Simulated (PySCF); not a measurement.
1-bromo-2-chlorocyclobutene (C4H4BrCl), SMILES C1(Br)CCC=1Cl.

Coordinates come from a B3LYP-D3(BJ)/def2-SVP optimisation.

Level of theory: TDDFT-PBE/def2-SVPD (PySCF).

Vertical excitations. The molecule is in vacuum. State labels are in the subgroup Cs.

```csv
state,symmetry,energy (eV),λ (nm),f,main pairs
S1,A",5.09,243,0.000,HOMO→LUMO+1 99 %
S2,A',5.73,216,0.227,HOMO→LUMO 88 %
S3,A",5.87,211,0.025,HOMO→LUMO+2 95 %
S4,A",5.93,209,0.001,HOMO−1→LUMO 97 %
S5,A",6.05,205,0.000,HOMO→LUMO+3 94 %
S6,A",6.43,193,0.001,HOMO→LUMO+4 97 %
S7,A',6.43,193,0.005,HOMO−1→LUMO+1 97 %
S8,A",6.50,191,0.000,HOMO−2→LUMO 97 %
S9,A",6.70,185,0.005,HOMO→LUMO+5 98 %
S10,A',6.83,182,0.056,HOMO−2→LUMO+1 89 %
T1,A',3.94,315,0,HOMO→LUMO 98 %
T2,A",4.69,264,0,HOMO→LUMO+1 100 %
T3,A",5.70,218,0,"HOMO→LUMO+3 80 %, HOMO→LUMO+2 13 %"
T4,A",5.80,214,0,"HOMO→LUMO+2 86 %, HOMO→LUMO+3 14 %"
```
Triplets are in the Tamm–Dancoff approximation, which puts them higher than full response would, so one can lie above its singlet here.
